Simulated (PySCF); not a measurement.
A series of substituents X on one scaffold: BH2-X. Isolated molecules, 0 K electronic values unless said otherwise. One relaxed conformer stands for each flexible species; it need not be the lowest. Strings in code marks are SMILES.

Calculation: PBE-D3(BJ)/def2-TZVP // M06-2X/def2-TZVP run with PySCF. Excitations are Tamm–Dancoff values on a coarser integration grid. The basis has no diffuse functions, so Rydberg states are missing or too high.

```tsv
species	HOMO–LUMO gap (eV)	HOMO (eV)	brightest of the four lowest singlets (TDA) (eV)
X = isopropyl (`BC(C)C`)	4.75	-7.03	–
X = methyl	5.34	-7.60	–
X = boryl (`BB`)	4.56	-7.25	–
X = fluoromethyl	4.64	-7.37	–
X = AlH2 (`[BH2][AlH2]`)	2.99	-6.34	4.30
X = chloro	4.43	-7.28	7.15
```
